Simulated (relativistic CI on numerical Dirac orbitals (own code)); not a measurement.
**Hyperfine structure of Sm55+, mass number 149**

Computed by Dirac-Coulomb-Breit CI, KLI orbitals optimised for each configuration, a model potential for QED, unscaled Slater integrals (own radial code, finite nucleus).

Configuration list (outside the closed core 1s2): 2s2 2p3, 2s 2p4, 2p5, 2p4 3s, 2p4 3p, 2p4 3d, 2s2 2p2 3s, 2s2 2p2 3p, 2s2 2p2 3d, 2s 2p3 3s, 2s 2p3 3p, 2s 2p3 3d, 2s2 2p2 4s, 2s2 2p2 4p, 2s2 2p2 4d, 2s2 2p2 4f. Levels of other configurations are missing.

Nuclear spin I = 7/2, μ = -0.6677 μN, Q = 0.075 b (tables of Stone and Pyykkö). The electronic factors are computed for point nuclear moments, without core polarisation or the Bohr-Weisskopf and QED corrections.

```tsv
Level	E (Ry)	A (GHz)	B (GHz)
2s2 2p3 2D°_5/2	46.523	-204.8	-0.159
2s2 2p3 2P°_1/2	49.398	-661.1	
2s 2p4 4P_5/2	64.404	-485.3	13.3
2s 2p4 2S_1/2	70.571	-2055	
2s2 2p3 2P°_3/2	94.408	-92.63	-70.9
2s 2p4 4P_3/2	110.967	-489.5	-52.9
2s 2p4 2D_5/2	113.695	-602.7	-81.5
2s 2p4 2P_1/2	117.198	730.4
```

Levels with J = 0, under 50 % of one LS term, or S terms without an open s electron are left out. Small factors come from cancelling terms and can be off by tens of per cent or more.

At this charge energies of transitions that change n are usually good to better than 1 %, and those within a shell (Δn = 0) to a few per cent.

Give the hyperfine levels of 2s2 2p3 2P°_1/2 relative to its centre of gravity.

With K = F(F + 1) − I(I + 1) − J(J + 1), E = AK/2: F = 3: 1488, F = 4: -1157 GHz.

LS names give the leading component of a level, which can be under half, so a name can repeat, a term be missing and a line seem to break the LS rules.
